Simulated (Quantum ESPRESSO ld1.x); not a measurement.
The rhenium ion Re16+, configuration [Xe] 4f3 6s2 (not the ground configuration).

Method: Dirac Kohn-Sham, PBEsol, spin-unpolarised, spherical densities, point nucleus; open shells are shared between the two j in proportion to 2j + 1; computed with ld1.x of Quantum ESPRESSO 7.5.

Energy parts (hartree):
part                     energy
total                 -16586.65
kinetic                18791.84
electron-nucleus      -40466.71
Hartree                 5394.08
exchange-correlation    -305.86

Orbitals (lengths in bohr, moments of r in powers of bohr; <r^-3> diverges for s and p1/2):
[
 {"orbital": "1s1/2", "occ.": "2", "eigenvalue (hartree)": "-2647.24", "<r^2>": "0.0004480", "<r^-3>": "-", "<r^4>": "5.461e-07", "small-component weight": "8.02e-02"},
 {"orbital": "2s1/2", "occ.": "2", "eigenvalue (hartree)": "-474.431", "<r^2>": "0.006827", "<r^-3>": "-", "<r^4>": "0.00008148", "small-component weight": "1.82e-02"},
 {"orbital": "2p1/2", "occ.": "2", "eigenvalue (hartree)": "-454.634", "<r^2>": "0.004868", "<r^-3>": "-", "<r^4>": "0.00004900", "small-component weight": "1.83e-02"},
 {"orbital": "2p3/2", "occ.": "4", "eigenvalue (hartree)": "-401.833", "<r^2>": "0.006069", "<r^-3>": "17070", "<r^4>": "0.00007225", "small-component weight": "1.64e-02"},
 {"orbital": "3s1/2", "occ.": "2", "eigenvalue (hartree)": "-124.961", "<r^2>": "0.04441", "<r^-3>": "-", "<r^4>": "0.002976", "small-component weight": "6.02e-03"},
 {"orbital": "3p1/2", "occ.": "2", "eigenvalue (hartree)": "-116.172", "<r^2>": "0.04071", "<r^-3>": "-", "<r^4>": "0.002621", "small-component weight": "5.96e-03"},
 {"orbital": "3p3/2", "occ.": "4", "eigenvalue (hartree)": "-104.681", "<r^2>": "0.04718", "<r^-3>": "3895", "<r^4>": "0.003478", "small-component weight": "5.44e-03"},
 {"orbital": "3d3/2", "occ.": "4", "eigenvalue (hartree)": "-89.9488", "<r^2>": "0.03652", "<r^-3>": "672.3", "<r^4>": "0.002350", "small-component weight": "5.31e-03"},
 {"orbital": "3d5/2", "occ.": "6", "eigenvalue (hartree)": "-87.4633", "<r^2>": "0.03829", "<r^-3>": "569.4", "<r^4>": "0.002560", "small-component weight": "5.17e-03"},
 {"orbital": "4s1/2", "occ.": "2", "eigenvalue (hartree)": "-39.8712", "<r^2>": "0.2039", "<r^-3>": "-", "<r^4>": "0.05915", "small-component weight": "2.18e-03"},
 {"orbital": "4p1/2", "occ.": "2", "eigenvalue (hartree)": "-36.1689", "<r^2>": "0.2066", "<r^-3>": "-", "<r^4>": "0.06202", "small-component weight": "2.10e-03"},
 {"orbital": "4p3/2", "occ.": "4", "eigenvalue (hartree)": "-33.1681", "<r^2>": "0.2341", "<r^-3>": "1029", "<r^4>": "0.07927", "small-component weight": "1.92e-03"},
 {"orbital": "4d3/2", "occ.": "4", "eigenvalue (hartree)": "-27.0841", "<r^2>": "0.2384", "<r^-3>": "165.0", "<r^4>": "0.08653", "small-component weight": "1.76e-03"},
 {"orbital": "4d5/2", "occ.": "6", "eigenvalue (hartree)": "-26.4892", "<r^2>": "0.2471", "<r^-3>": "137.9", "<r^4>": "0.09274", "small-component weight": "1.71e-03"},
 {"orbital": "4f5/2", "occ.": "1.28571", "eigenvalue (hartree)": "-18.8906", "<r^2>": "0.2395", "<r^-3>": "31.65", "<r^4>": "0.09844", "small-component weight": "1.44e-03"},
 {"orbital": "4f7/2", "occ.": "1.71429", "eigenvalue (hartree)": "-18.7484", "<r^2>": "0.2432", "<r^-3>": "30.46", "<r^4>": "0.1013", "small-component weight": "1.43e-03"},
 {"orbital": "5s1/2", "occ.": "2", "eigenvalue (hartree)": "-16.2923", "<r^2>": "0.7878", "<r^-3>": "-", "<r^4>": "0.8470", "small-component weight": "7.96e-04"},
 {"orbital": "5p1/2", "occ.": "2", "eigenvalue (hartree)": "-14.8166", "<r^2>": "0.8444", "<r^-3>": "-", "<r^4>": "0.9822", "small-component weight": "7.48e-04"},
 {"orbital": "5p3/2", "occ.": "4", "eigenvalue (hartree)": "-13.9634", "<r^2>": "0.9364", "<r^-3>": "296.4", "<r^4>": "1.204", "small-component weight": "6.93e-04"},
 {"orbital": "5d3/2", "occ.": "0", "eigenvalue (hartree)": "-11.6084", "<r^2>": "1.081", "<r^-3>": "44.63", "<r^4>": "1.637", "small-component weight": "6.04e-04"},
 {"orbital": "5d5/2", "occ.": "0", "eigenvalue (hartree)": "-11.4478", "<r^2>": "1.111", "<r^-3>": "37.48", "<r^4>": "1.726", "small-component weight": "5.92e-04"},
 {"orbital": "6s1/2", "occ.": "2", "eigenvalue (hartree)": "-8.66098", "<r^2>": "2.398", "<r^-3>": "-", "<r^4>": "7.614", "small-component weight": "3.65e-04"},
 {"orbital": "6p1/2", "occ.": "0", "eigenvalue (hartree)": "-8.01167", "<r^2>": "2.609", "<r^-3>": "-", "<r^4>": "9.047", "small-component weight": "3.44e-04"},
 {"orbital": "6p3/2", "occ.": "0", "eigenvalue (hartree)": "-7.68049", "<r^2>": "2.827", "<r^-3>": "116.5", "<r^4>": "10.60", "small-component weight": "3.27e-04"},
 {"orbital": "7s1/2", "occ.": "0", "eigenvalue (hartree)": "-5.39177", "<r^2>": "5.812", "<r^-3>": "-", "<r^4>": "44.00", "small-component weight": "2.09e-04"}
]

The highest occupied level is 6s1/2 at -235.68 eV. The configuration is held as typed, so some empty levels lie below it. The density falls to 0.001 e/bohr^3 at r = 2.58 bohr.
